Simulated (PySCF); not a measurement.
Species: C6H7O3S2 (charge -1).
SMILES with atom numbers: `[CH3:1][CH2:2][c:3]1[cH:4][cH:5][c:6]([S:7](=[O:8])(=[O:9])[O-:10])[s:11]1` (hydrogens: H12, H13, H14 on C1; H15, H16 on C2; H17 on C4; H18 on C5)

Computed geometry: GFN2-xTB, gas phase.

**Question.** Give the optimised bond lengths and angles.

**Answer.** 
```json
{"bond": "C1–C2", "length (bohr)": "2.892", "order": "single"}
{"bond": "C2–C3", "length (bohr)": "2.823", "order": "single"}
{"bond": "C3–C4", "length (bohr)": "2.573", "order": "aromatic"}
{"bond": "C4–C5", "length (bohr)": "2.678", "order": "aromatic"}
{"bond": "C5–C6", "length (bohr)": "2.558", "order": "aromatic"}
{"bond": "C6–S7", "length (bohr)": "3.403", "order": "single"}
{"bond": "S7=O8, S7=O9, S7–O10", "length (bohr)": "2.755", "order": "double/single"}
{"bond": "C6–S11", "length (bohr)": "3.222", "order": "aromatic"}
{"bond": "C3–S11", "length (bohr)": "3.301", "order": "aromatic"}
{"bond": "C1–H12, C1–H13, C1–H14", "length (bohr)": "2.055", "order": "single"}
{"bond": "C2–H15, C2–H16", "length (bohr)": "2.065", "order": "single"}
{"bond": "C4–H17", "length (bohr)": "2.038", "order": "single"}
{"bond": "C5–H18", "length (bohr)": "2.032", "order": "single"}
```

Bonds in one row agree within 0.02 bohr and their mean is given. Orders are formal, as drawn. A selection of angles:
```json
{"angle": "C2–C1–H12", "degrees": "110.8"}
{"angle": "C2–C1–H13", "degrees": "109.7"}
{"angle": "H12–C1–H13", "degrees": "109.0"}
{"angle": "H13–C1–H14", "degrees": "108.4"}
{"angle": "C1–C2–C3", "degrees": "111.1"}
{"angle": "C1–C2–H15", "degrees": "109.0"}
{"angle": "C3–C2–H15", "degrees": "109.4"}
{"angle": "H15–C2–H16", "degrees": "108.5"}
{"angle": "C2–C3–C4", "degrees": "128.0"}
{"angle": "C2–C3–S11", "degrees": "121.2"}
{"angle": "C4–C3–S11", "degrees": "110.7"}
{"angle": "C3–C4–C5", "degrees": "112.8"}
{"angle": "C3–C4–H17", "degrees": "123.6"}
{"angle": "C5–C4–H17", "degrees": "123.6"}
{"angle": "C4–C5–C6", "degrees": "112.7"}
{"angle": "C4–C5–H18", "degrees": "124.6"}
{"angle": "C6–C5–H18", "degrees": "122.7"}
{"angle": "C5–C6–S7", "degrees": "134.9"}
{"angle": "C5–C6–S11", "degrees": "112.5"}
{"angle": "S7–C6–S11", "degrees": "112.5"}
{"angle": "C6–S7–O8", "degrees": "103.4"}
{"angle": "C6–S7–O9", "degrees": "105.6"}
{"angle": "C6–S7–O10", "degrees": "102.0"}
{"angle": "O8–S7–O9", "degrees": "114.5"}
{"angle": "O9–S7–O10", "degrees": "114.9"}
{"angle": "C3–S11–C6", "degrees": "91.3"}
```

Dihedral angles: C1–C2–C3–C4 -97° (anticlinal); C5–C6–S7–O8 78° (synclinal). The mirror-image conformer, all signs reversed, is as good.

C4 (aromatic CH carbon) is planar (angles 123.6°, 123.6° and 112.8°, sum 360.0°, 0.00 Å off the plane of its three neighbours). The 5-membered ring C3–C4–C5–C6–S11 has internal angles of 91.3° to 112.8° (sum 540°, against 540° for a flat polygon); it is planar, 0.00 Å rms from its mean plane, widest ring torsion 0°. C6 (substituted aromatic carbon) is planar (angles 134.9°, 112.5° and 112.5°, sum 359.9°, 0.03 Å off the plane of its three neighbours). The C–C distances run from 1.354 Å (C5–C6, aromatic) to 1.530 Å (C1–C2, drawn single), a spread of 0.176 Å. All 3 O–S bonds measure 1.456 to 1.459 Å. S7 (sulfonyl sulfur) is distorted tetrahedral (angles from 102.0° to 114.9°). The C–S distances run from 1.705 Å (C6–S11, aromatic) to 1.801 Å (C6–S7, drawn single), a spread of 0.096 Å.

Point group: C1 (no symmetry element, even within 0.4 Å). Whether it is a minimum is left open (no frequencies).
